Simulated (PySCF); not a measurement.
C4H5Br, SMILES C=CC(=C)Br. Geometry: PBE0-D3(BJ)/def2-SVP. Other conformers were not sampled.

Computed equilibrium geometry at PBE0-D3(BJ)/def2-SVP (PySCF confirms it by a frequency run) as Cartesian coordinates in Å, and its point group (one conformer of several):
point group Cs.
```xyz
10

C     -1.3278    -1.9897     0.0000
C     -0.0020    -1.8168     0.0000
C      0.7209    -0.5497     0.0000
C      2.0569    -0.4573     0.0000
Br    -0.3087     1.0450     0.0000
H     -2.0132    -1.1383     0.0000
H     -1.7588    -2.9931     0.0000
H      0.6564    -2.6931     0.0000
H      2.6563    -1.3718     0.0000
H      2.5750     0.5023     0.0000
```
